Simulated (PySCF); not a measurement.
**Orbital picture of SnPb⁺**

M06-2X at R = 2.872 Å; basis Sn cc-pVDZ-PP with ECP28, Pb cc-pVDZ-PP with ECP60; scalar-relativistic core potentials; PySCF 2.14. State: ⁴Σ⁻ (quartet), unpaired electrons σ ↑, π ↑↑. Only the outer orbitals are listed, counted within each symmetry, core potentials removing the inner ones.

```csv
spin,orbital,occ.,ε (eV),on Sn (%),main shells (%)
α,7σ,1,-21.96,22,"76 Pb s, 19 Sn s"
α,8σ,1,-18.53,76,"76 Sn s, 21 Pb s"
α,9σ,1,-12.37,51,"47 Pb p, 47 Sn p"
α,5π,1,-11.48,56,"55 Sn p, 42 Pb p"
α,5π,1,-11.48,56,"55 Sn p, 42 Pb p"
α,6π,0,-6.96,44,"56 Pb p, 44 Sn p"
α,6π,0,-6.96,44,"56 Pb p, 44 Sn p"
α,10σ,0,-4.50,53,"50 Sn p, 46 Pb p"
β,7σ,1,-19.47,16,"83 Pb s, 14 Sn s"
β,8σ,1,-15.97,82,"82 Sn s, 14 Pb s"
β,5π,0,-7.86,36,"64 Pb p, 36 Sn p"
β,5π,0,-7.86,36,"64 Pb p, 36 Sn p"
β,9σ,0,-7.70,48,"50 Pb p, 45 Sn p"
```

Problem. Which are the highest filled and the lowest empty level, where do they sit, and how wide is the gap?

Solution. Highest filled α 5π at -11.48 eV (in %: 55 Sn p, 42 Pb p); lowest empty β 5π at -7.86 eV (in %: 64 Pb p, 36 Sn p); the gap at M06-2X is 3.62 eV. Both belong to one degenerate shell, split only by its one-sided filling, so this is no excitation gap.

| Property | Result |
| --- | --- |
| bond order (Mayer) | 1.57 |
| ⟨S²⟩ | 3.756 |
| charge on Sn (Mulliken, basis-dependent) | 0.41 |
| charge on Sn (Löwdin, basis-dependent) | 0.43 |
| dipole moment (positive dipole points towards Pb; it is taken about the centre of mass and depends on that origin) | -0.70 D |

These are scalar-relativistic numbers at best; spin–orbit coupling would shift them, the dissociation energy most. The state was picked by a PBE0 search and need not be the measured ground state.
